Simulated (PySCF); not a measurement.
SiI⁺: from constants to spectrum

RHF-CCSD(T) constants of SiI⁺, ¹Σ⁺ (singlet), closed shell (Si x2c-SVPall, I x2c-SVPall; spin-free X2C with a Gaussian nucleus (PySCF 2.14); masses 27.9769 and 126.9045 u):

| Quantity | Value |
| --- | --- |
| ωe | 449.4 cm⁻¹ |
| ωexe | 1.31 cm⁻¹ |
| Be | 0.13422 cm⁻¹ |
| αe | 0.000527 cm⁻¹ |
| De to Si⁺ + I | 3.84 eV |

What force constant and bond length do these constants imply?

Reduced mass μred = 22.923 u; k = 5.8918×10⁻⁷·μred·ωe² (u, cm⁻¹, mdyn/Å) = 2.73 mdyn/Å; Re = √(16.8576/(μred·Be)) (u, cm⁻¹, Å) = 2.341 Å.

Estimate the centrifugal constant D from the Kratzer relation and find the Dunham coefficient a1.

D = 4Be³/ωe² = 4.79e-08 cm⁻¹; a1 = −1 − αeωe/(6Be²) = -3.19.

Correlated steps freeze 23 core orbitals. Correlated levels converge slowly with the basis: in double zeta they bind strong bonds too weakly, by up to about 1 eV, and carry superposition errors of some tenths. Spin–orbit coupling is left out, which matters for elements this heavy, above all for dissociation energies. For an ion De counts to the pair picked by the measured ionisation energies or electron affinities, which need not be the lowest pair at this level. Where the molecule has an RHF reference, its open-shell atoms are computed with UHF. The CCSD T1 diagnostic is raised, a sign that a single reference may not be enough here.
